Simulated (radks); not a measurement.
Results of a calculation; reference values are marked as such.
These are the eigenvalues of the occupied orbitals of an atom or ion with whole-number occupations (eV). Code: a radial shooting solver on a logarithmic mesh with Libxc functionals. Model: Dirac Kohn-Sham, PBE, spin-unpolarised, spherical densities, point nucleus.

| orbital | eigenvalue |
|---|---|
| 1s1/2 | -33079.12 |
| 2s1/2 | -6286.789 |
| 2p1/2 | -5992.247 |
| 2p3/2 | -5714.568 |
| 3s1/2 | -2202.834 |
| 3p1/2 | -2089.388 |
| 3p3/2 | -2027.358 |
| 3d3/2 | -1846.436 |
| 3d5/2 | -1832.345 |

Which element is it, and in what charge state? The configuration may be excited. Open shells, if any, are shared by 2j + 1.

Answer. Z = 52, tellurium, charge +31: Te31+ in [Ar] 3d3. The list shows which subshells hold electrons but not how many an open one holds; the 1s level, -1215.6 hartree, gives Z - s = 49.3 by -(Z - s)^2/2, which with screening and relativity narrows Z to a few neighbours, and the depths of the outer levels then fix element, charge and occupations together.
